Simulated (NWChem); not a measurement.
SiN2H4ClF; SMILES F[Si](Cl)(N)N

```xyz
9

N     -0.4863    -1.2243    -1.3354
Si     0.0089    -0.3480     0.0329
N      1.6183    -0.7233     0.4091
F     -1.0932    -0.7131     1.1650
Cl    -0.0632     1.7153    -0.0888
H      0.0491    -1.1856    -2.1940
H     -1.4720    -1.3845    -1.5064
H      1.9273    -1.6859     0.4723
H      2.2008    -0.0853     0.9364
```
Atoms are numbered in this order, from 1.

Results from NWChem. Geometry optimised at PBE0/def2-SVP; all other runs use it. 

```json
[
 {"quantity": "solvation free energy (kcal/mol) in n-hexane", "level": "PBE0/def2-SVP, SMD", "value": "-3.4"},
 {"quantity": "vertical ionisation energy, ΔSCF (eV)", "level": "CAM-B3LYP/def2-SVP", "value": "10.33"},
 {"quantity": "vertical, lowest excitation, singlet (eV)", "level": "CAM-B3LYP/def2-SVPD, TDA", "value": "7.14"},
 {"quantity": "isotropic polarisability (bohr³), static", "level": "CAM-B3LYP/def2-SVPD", "value": "[?]"},
 {"quantity": "dipole (D)", "level": "PBE0/def2-SVP", "value": "[?]"},
 {"quantity": "highest harmonic frequency (cm⁻¹)", "level": "PBE0/def2-SVP", "value": "[?]"}
]
```

Task: Fill in the missing entries.

Result: 
- isotropic polarisability (bohr³), static, value: 53.7
- dipole (D), value: 2.70
- highest harmonic frequency (cm⁻¹), value: 3737
